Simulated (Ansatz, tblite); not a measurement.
Forces on Ag₃Au at its B3LYP-D4/def2-SVP geometry. The state is a singlet with charge 0.

In the def2 sets Ag, Au take a core potential; there is no spin–orbit coupling. The xTB rows come from tblite. The structure comes from a short search, and lower isomers may exist.

GFN1-xTB (tblite), largest force 0.37 eV/Å:

```xyz
4
positions Å, forces eV/Å
Au    0.453    1.943    1.351   -0.072   -0.301   -0.211
Ag    1.061    0.289   -0.769   -0.079   -0.009    0.071
Ag   -0.450   -1.949   -1.349    0.062    0.273    0.187
Ag   -1.064   -0.283    0.767    0.088    0.037   -0.048
```

GFN2-xTB (tblite), largest force 0.28 eV/Å:

```
Au 0.052 0.227 0.157
Ag -0.149 -0.052 0.097
Ag -0.047 -0.202 -0.141
Ag 0.144 0.027 -0.113
```

PBE-D4/def2-TZVP (Ansatz), largest force 0.30 eV/Å:

```
Au -0.057 -0.239 -0.168
Ag -0.201 -0.026 0.174
Ag 0.040 0.178 0.121
Ag 0.218 0.087 -0.127
```
